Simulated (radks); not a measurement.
Values are calculated unless marked as measured or tabulated.
Problem. The arsenic ion As23+, [Ne]. Code: a radial shooting solver on a logarithmic mesh with Libxc functionals. Model: non-relativistic Kohn-Sham, exchange-only B88, spin-polarised, spherical densities, point nucleus. Every spin shell is full or empty, so the densities are truly spherical. Functionals are evaluated on that one density, not self-consistently. Rank these orbital-free kinetic functionals by their error against the exact value of the orbitals, and give that value: Thomas-Fermi, von Weizsacker, TF + vW, TF + vW/5, LC94, APBEK, revAPBEK, Pearson, PG1, DePristo-Kress.

Solution. Exact: 1904.04 hartree. From best to worst, with 100 (|E| - |E exact|)/|E exact| (equal figures are ties): LC94 +0.72, DePristo-Kress +0.76, APBEK +0.80, Pearson -0.88, revAPBEK +1.13, TF + vW/5 +5.18, Thomas-Fermi -6.29, PG1 +24.10, von Weizsacker -42.69, TF + vW +51.02.
